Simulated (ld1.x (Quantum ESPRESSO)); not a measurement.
**Hf, RRKJ: configuration errors across variants**

| Quantity | Value |
| --- | --- |
| Element | hafnium (Hf) |
| Generator | ld1.x (Quantum ESPRESSO) 7.5 |
| Type | norm-conserving RRKJ (Kleinman–Bylander form) |
| Functional | PBE |
| Relativity | fully relativistic |
| Frozen core | [Kr] 4d10 4f14 |
| Valence charge | 12 |
| Reference configuration | 5s2 5p6 5d2 6s0 6p0 (charge +2) |
| Partial waves | 5p (bound): rc 2.30 bohr; 5d (bound): rc 1.75 bohr; 5s (bound): rc 1.80 bohr |
| Local potential | the s channel |
| Core correction | none |
| rho0 | 0.001 |

Open shells are filled in proportion to 2j + 1 (rel_dist='average').

All-electron excitation energies from the reference (eV): (1) 5s2 5p6 5d2 6s2 6p0 -22.160; (2) 5s2 5p6 5d2 6s1 6p0 -14.180; (3) 5s2 5p6 5d1 6s0 6p0 21.783; (4) 5s2 5p6 5d2 6s1 6p1 -18.361; (5) 5s2 5p6 5d2 6s0 6p2 -14.358; (6) 5s2 5p6 5d2 6s1.5 6p0 -18.904; (7) 5s2 5p6 5d3 6s1 6p0 -19.571.

Tests that are not counted but printed errors over 1 eV. “wave 5s (bound): rc 1.80 bohr becomes 5s (bound): rc 2.46 bohr”: 5s2 5p6 5d2 6s1 6p1 (solver errors, printed error +1.7 eV).

A true bound ghost makes a file unfit for plane-wave use even where its test errors are small: the radial tests pick states by their node count and pass the ghost by. Where a test does run into it, the solver fails or the error is huge.

Errors AE − PS in meV (a dash: test not solved or not reliable):

| change | (1) | (2) | (3) | (4) | (5) | (6) | (7) | bound ghosts |
| --- | --- | --- | --- | --- | --- | --- | --- | --- |
| base | +2700 | +1673 | -5.0 | +1641 | +385 | +2247 | +1270 | none |
| wave 5s (bound): rc 1.80 bohr becomes 5s (bound): rc 1.12 bohr | +156 | +85 | -7.1 | +106 | +59 | +123 | +76 | p1/2 |
| wave 5s (bound): rc 1.80 bohr becomes 5s (bound): rc 1.38 bohr | +416 | +249 | -6.5 | +627 | +916 | +341 | +195 | p1/2 |
| wave 5s (bound): rc 1.80 bohr becomes 5s (bound): rc 1.68 bohr | +1709 | +1058 | -5.8 | +1065 | +318 | +1423 | +795 | none |
| wave 5s (bound): rc 1.80 bohr becomes 5s (bound): rc 1.88 bohr | +3101 | +1920 | -4.8 | +1875 | +413 | +2579 | +1466 | none |
| wave 5s (bound): rc 1.80 bohr becomes 5s (bound): rc 2.28 bohr | +7018 | +4249 | -3.4 | +4146 | +669 | +5769 | +3434 | none |
| wave 5s (bound): rc 1.80 bohr becomes 5s (bound): rc 2.46 bohr | +8313 | +4980 | -4.0 | – | +732 | +6797 | +4091 | s (extra level of the local part) |
| wave 5s (bound): rc 1.80 bohr becomes 5s (bound): rc 2.68 bohr | -10555 | +5466 | -5.0 | -6994 | +757 | +7492 | +4540 | s (extra level of the local part) |

Question: Give the same row for: wave 5s (bound): rc 1.80 bohr becomes 5s (bound): rc 2.02 bohr.

Answer: +4486, +2761, -4.0, +2685, +508, +3719, +2153; bound ghosts: none.
